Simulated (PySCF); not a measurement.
**Ionisation energy of Br³²⁺ by level of theory**

Br³²⁺ [He] 2s1 [2s1/2^1, M_J = 1/2] → Br³³⁺ 1s2, as a difference of total energies. Calculation: PySCF 2.14, in an even-tempered Gaussian basis (17 s from 12 bohr⁻², ratio 2.4; 11 p from 16 bohr⁻², ratio 2.4; 5 d from 50 bohr⁻², ratio 2.6; 4 f from 75 bohr⁻², ratio 2.6); the two-component X2C-1e Hamiltonian. Correlated levels: nothing frozen; the 28 highest virtual spinors dropped. "Screened" scales the spin-orbit matrix elements by Boettger's factors to mimic the two-electron term; Breit and QED terms are absent.

```csv
method,ionisation energy (eV),difference from reference (eV)
GHF (screened spin-orbit),3870.8,+1.8
GMP2 (screened spin-orbit),3871.0,+2.0
```

Reference: 3869.0 eV (theoretical estimate listed by NIST; NIST Atomic Spectra Database, ionization energies).

For this ion Breit and QED terms and the two-electron picture change, all absent here, outweigh the correlation shift from GHF to GMP2.
